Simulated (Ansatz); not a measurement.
This geometry of C₂H₇AlO₂ (12 atoms, charge 0, multiplicity 1) is a first-order saddle point.

Level of theory: RHF/6-31G* (Ansatz).

```xyz
12
Properties=species:S:1:pos:R:3
C -1.470 0.809 -0.495
C -0.532 -0.367 -0.218
O -0.603 -0.661 1.150
O 0.764 -0.065 -0.591
Al 2.246 -0.080 0.237
H -0.905 1.649 -0.878
H -1.974 1.106 0.416
H -2.223 0.546 -1.229
H -0.845 -1.242 -0.780
H -0.254 -1.528 1.311
H 2.536 -1.186 1.331
H 3.335 0.964 -0.219
```

Problem. Which two structures does it join? (They come from a converged band through this point; their orientation in space is the band's.)

Solution. No bond is made or broken. The dihedral H8–C1–C2–O3 goes from 178 to -61°. The two ends are copies of one structure, up to a mirror image or an exchange of like atoms.

Initial state:

```xyz
12
Properties=species:S:1:pos:R:3
C -1.479 0.859 -0.283
C -0.598 -0.337 0.000
O -0.335 -0.351 1.374
O 0.571 -0.254 -0.731
Al 2.214 -0.290 -0.304
H -0.974 1.764 0.036
H -2.417 0.775 0.254
H -1.679 0.928 -1.345
H -1.110 -1.254 -0.277
H -0.034 -1.210 1.637
H 2.705 -1.203 0.891
H 3.213 0.517 -1.218
```

Final state:

```xyz
12
Properties=species:S:1:pos:R:3
C -1.458 0.760 -0.545
C -0.508 -0.382 -0.260
O -0.644 -0.716 1.092
O 0.789 -0.011 -0.555
Al 2.226 0.007 0.351
H -1.357 1.076 -1.576
H -1.220 1.598 0.102
H -2.482 0.457 -0.361
H -0.764 -1.244 -0.871
H -0.300 -1.585 1.247
H 2.501 -1.116 1.431
H 3.296 1.102 -0.021
```

Problem. How far does it lie above each of them?

Solution. 16.4 kJ/mol above the first and 16.4 kJ/mol above the second. This is the barrier of this one path; another mechanism may lie lower.

The run took 98 s on 1 thread of Intel(R) Xeon(R) Processor @ 2.70GHz (shared host), peak memory 0.19 GiB.
